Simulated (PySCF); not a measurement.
The dipole of `F/C=C\O/C=C(\OC(F)F)F` from its density and from atomic charges.

Coordinates (GFN2-xTB, Å) and charges (e) from the PBE0/pcSseg-1 density (PySCF):

```json
{"atom": "F1", "x": "3.145", "y": "0.679", "z": "1.088", "Mulliken": "-0.2846", "IAO": "-0.2731", "Hirshfeld": "-0.0772", "ESP-fitted": "-0.1121"}
{"atom": "C2", "x": "3.249", "y": "-0.068", "z": "-0.031", "Mulliken": "+0.1565", "IAO": "+0.0489", "Hirshfeld": "+0.0048", "ESP-fitted": "-0.0764"}
{"atom": "C3", "x": "2.230", "y": "-0.505", "z": "-0.761", "Mulliken": "+0.0817", "IAO": "-0.0007", "Hirshfeld": "+0.0091", "ESP-fitted": "-0.1273"}
{"atom": "O4", "x": "0.891", "y": "-0.354", "z": "-0.636", "Mulliken": "-0.4185", "IAO": "-0.2698", "Hirshfeld": "-0.0809", "ESP-fitted": "-0.1317"}
{"atom": "C5", "x": "0.350", "y": "0.276", "z": "0.436", "Mulliken": "+0.1243", "IAO": "-0.0389", "Hirshfeld": "-0.0175", "ESP-fitted": "+0.0514"}
{"atom": "C6", "x": "-0.943", "y": "0.584", "z": "0.458", "Mulliken": "+0.4292", "IAO": "+0.4046", "Hirshfeld": "+0.1261", "ESP-fitted": "+0.1321"}
{"atom": "F7", "x": "-1.476", "y": "1.160", "z": "1.557", "Mulliken": "-0.2778", "IAO": "-0.2680", "Hirshfeld": "-0.0737", "ESP-fitted": "-0.1446"}
{"atom": "O8", "x": "-1.829", "y": "0.409", "z": "-0.560", "Mulliken": "-0.4347", "IAO": "-0.3207", "Hirshfeld": "-0.1198", "ESP-fitted": "-0.2192"}
{"atom": "C9", "x": "-3.036", "y": "-0.150", "z": "-0.244", "Mulliken": "+0.6667", "IAO": "+0.6114", "Hirshfeld": "+0.2063", "ESP-fitted": "+0.4259"}
{"atom": "F10", "x": "-2.917", "y": "-1.488", "z": "-0.077", "Mulliken": "-0.2888", "IAO": "-0.3023", "Hirshfeld": "-0.1138", "ESP-fitted": "-0.2069"}
{"atom": "F11", "x": "-3.852", "y": "0.035", "z": "-1.281", "Mulliken": "-0.2610", "IAO": "-0.2767", "Hirshfeld": "-0.0920", "ESP-fitted": "-0.1816"}
{"atom": "H12", "x": "4.274", "y": "-0.280", "z": "-0.281", "Mulliken": "+0.1182", "IAO": "+0.1708", "Hirshfeld": "+0.0634", "ESP-fitted": "+0.1639"}
{"atom": "H13", "x": "2.452", "y": "-1.091", "z": "-1.640", "Mulliken": "+0.1310", "IAO": "+0.1864", "Hirshfeld": "+0.0678", "ESP-fitted": "+0.1761"}
{"atom": "H14", "x": "0.964", "y": "0.538", "z": "1.284", "Mulliken": "+0.1532", "IAO": "+0.1813", "Hirshfeld": "+0.0475", "ESP-fitted": "+0.1364"}
{"atom": "H15", "x": "-3.507", "y": "0.262", "z": "0.667", "Mulliken": "+0.1046", "IAO": "+0.1469", "Hirshfeld": "+0.0498", "ESP-fitted": "+0.1141"}
```

Q: Form Σ q r in debye for every column and set it beside the full dipole.

A: The full density gives (1.80, -0.11, 0.43) D, 1.86 D in size; dipole vectors point from the negative to the positive end.

| scheme | μx | μy | μz | size (D) | share of the full size (%) | angle to the full dipole (°) |
| --- | --- | --- | --- | --- | --- | --- |
| Mulliken | 3.35 | -0.28 | 0.79 | 3.45 | 186 | 1 |
| IAO | 2.80 | -0.37 | 0.05 | 2.83 | 152 | 13 |
| Hirshfeld | 1.40 | -0.06 | 0.02 | 1.41 | 76 | 13 |
| ESP-fitted | 1.82 | -0.11 | 0.49 | 1.89 | 102 | 2 |

Q: Which set comes closest?

A: Length of the difference vector: ESP-fitted 0.07 D, Hirshfeld 0.57 D, IAO 1.10 D, Mulliken 1.60 D. Closest: ESP-fitted. ESP charges are fitted to the potential around the molecule, whose slowest-falling term is the dipole's. The schemes that divide the density aren't constrained to reproduce the dipole.

Q: What is left for the Hirshfeld atoms' own dipoles?

A: The Hirshfeld atoms' densities add up to the full density, so μ = Σ q r + Σ (atomic dipoles). The atomic dipoles sum to (1.80, -0.11, 0.43) − (1.40, -0.06, 0.02) = (0.40, -0.05, 0.41) D, 0.57 D in size.

Q: With the origin at the mean of the coordinates, (0.000, 0.001, -0.001) Å, which are the largest single terms, by size, of the Mulliken dipole along the direction of the full one?

A: C9 -9.59, F11 +5.06, F1 -4.46, O8 +4.03, F10 +3.83 D; all 15 atoms together +3.45 D. The single terms depend on the origin, their sum doesn't.

Q: Give the size of the full dipole in other units.

A: 1.86 D = 0.730 au = 0.386 e·Å = 6.19 × 10⁻³⁰ C·m.

Geometry: GFN2-xTB, one conformer, isolated molecule.

Conformer computed: `[F:1]/[CH:2]=[CH:3]\[O:4]/[CH:5]=[C:6](/[F:7])[O:8][CH:9]([F:10])[F:11]`: C2–C3–O4–C5 -5°, C3–O4–C5–C6 170°, C5–C6–O8–C9 134°, C6–O8–C9–F10 -77°.
